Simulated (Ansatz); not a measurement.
# Molecular dynamics of CH₆F₂Si

input.yaml

```yaml
crystal:
  periodic: [false, false, false]
  atoms:
    - { symbol: Si, position_ang: [0.099977, 0.049751, -1.901393] }
    - { symbol: H, position_ang: [0.034, 0.566559, -3.297332] }
    - { symbol: H, position_ang: [1.434675, -0.5577, -1.662768] }
    - { symbol: H, position_ang: [-0.965535, -0.971912, -1.716831] }
    - { symbol: H, position_ang: [-0.123501, 1.179115, -0.959879] }
    - { symbol: F, position_ang: [0.107261, -1.106287, 1.149572] }
    - { symbol: C, position_ang: [-0.150071, -0.044919, 1.953421] }
    - { symbol: F, position_ang: [0.796694, 0.896643, 1.751437] }
    - { symbol: H, position_ang: [-1.128858, 0.368382, 1.688368] }
    - { symbol: H, position_ang: [-0.104841, -0.379632, 2.995405] }
basis:
  gaussian: { orbitals: "6-31G*" }
hamiltonian:
  xc: pbe0
  dispersion: d4
md:
  timestep: 1.0
  n_steps: 300
  ensemble: nvt_nose_hoover
  temperature: 700.0
  initial_velocities: maxwell_boltzmann
  seed: 279848
  nose_hoover: { tau: 300.0, chain_length: 3 }
scf:
  lower_state_search: "off"
```

Launched with:

```bash
$ ansatz run input.yaml --threads 1 --pin off --max-ram 2048MiB --backend cpu --events-out ev --progress --plain --runs-dir out
```

It starts from a relaxed structure.

Output, in part (step lines, the closing report, with atoms numbered from 0):

```
md step     0: t =     0.00 fs  T =   700.0 K  F+E_penalty+E_count = -14434.86324994 eV  E_kin = 0.723856 eV  conserved = -14434.13939394 eV  (13 SCF iters)
[... lines left out ...]
Total energy: -14434.30909588 eV, -530.4510753476 hartree
Atom 0 at     0.327690     0.062539    -2.017720 Å, force     0.681884     0.266926    -1.904281 eV/Å
Atom 1 at     0.881922     0.530046    -3.465832 Å, force    -0.937916    -0.496618     1.471690 eV/Å
Atom 2 at     0.680196     1.166908    -1.113013 Å, force     0.123028     0.051181     0.363502 eV/Å
Atom 3 at     1.130477    -1.189515    -1.773514 Å, force    -0.333891     0.234143     0.247620 eV/Å
Atom 4 at    -1.159784    -0.162622    -1.929115 Å, force     0.424734    -0.049529    -0.197238 eV/Å
Atom 5 at    -0.702491    -0.846566     1.668054 Å, force    -0.331980    -0.360276     0.882964 eV/Å
Atom 6 at     0.585186    -0.424956     1.695743 Å, force    -1.550334     1.282973    -0.485798 eV/Å
Atom 7 at     0.571014     0.924665     1.676543 Å, force     0.029792     0.902015     0.932445 eV/Å
Atom 8 at     1.132688    -0.779790     2.560731 Å, force     0.097979    -0.354027     0.120819 eV/Å
Atom 9 at     0.890219    -0.611384     0.718668 Å, force     1.796706    -1.476787    -1.431722 eV/Å
Dipole moment:     0.240814    -0.215247     0.085223 e Å
```

The steps, from the saved trajectory:

| time (fs) | T (K) | potential energy less start (eV) | conserved less start (meV/atom) |
| --- | --- | --- | --- |
| 0.0 | 700 | 0.000 | 0.00 |
| 10.0 | 415 | 0.301 | 0.58 |
| 20.0 | 222 | 0.519 | 2.41 |
| 30.0 | 408 | 0.325 | 2.13 |
| 40.0 | 417 | 0.311 | 1.54 |
| 50.0 | 359 | 0.363 | 0.50 |
| 60.0 | 500 | 0.216 | 0.25 |
| 70.0 | 444 | 0.289 | 1.51 |
| 80.0 | 251 | 0.499 | 2.17 |
| 90.0 | 249 | 0.505 | 2.15 |
| 100.0 | 286 | 0.471 | 2.25 |
| 110.0 | 425 | 0.324 | 1.49 |
| 120.0 | 408 | 0.340 | 0.78 |
| 130.0 | 398 | 0.360 | 1.15 |
| 140.0 | 492 | 0.269 | 1.24 |
| 150.0 | 401 | 0.376 | 1.86 |
| 160.0 | 286 | 0.508 | 2.53 |
| 170.0 | 574 | 0.208 | 1.42 |
| 180.0 | 585 | 0.202 | 1.23 |
| 190.0 | 380 | 0.426 | 1.65 |
| 200.0 | 496 | 0.311 | 1.23 |
| 210.0 | 453 | 0.368 | 1.54 |
| 220.0 | 327 | 0.513 | 2.10 |
| 230.0 | 255 | 0.596 | 1.93 |
| 240.0 | 324 | 0.539 | 2.23 |
| 250.0 | 277 | 0.600 | 2.44 |
| 260.0 | 313 | 0.570 | 1.98 |
| 270.0 | 338 | 0.556 | 2.07 |
| 280.0 | 460 | 0.434 | 1.41 |
| 290.0 | 584 | 0.309 | 0.52 |
| 300.0 | 368 | 0.554 | 1.40 |

The run went to its last step. The conserved energy stayed within 3 meV per atom of its start (net change 1.4 meV per atom), so the integration is sound. The mean temperature of the second half is 41 % below the set value. A run of 0.3 ps of so small a system gives no equilibrium averages.

The same pairs are bonded in the first frame and the last. Pairs count as bonded within 1.25 times the sum of covalent radii (0.12 Å more for H–H).

Last frame:

```xyz
10
Properties=species:S:1:pos:R:3
Si 0.328 0.062 -2.018
H 0.882 0.530 -3.466
H 0.680 1.167 -1.113
H 1.131 -1.190 -1.774
H -1.160 -0.163 -1.929
F -0.703 -0.847 1.668
C 0.585 -0.425 1.696
F 0.571 0.925 1.677
H 1.133 -0.780 2.561
H 0.890 -0.611 0.719
```

The run took 11 min on 1 CPU thread of a shared host.
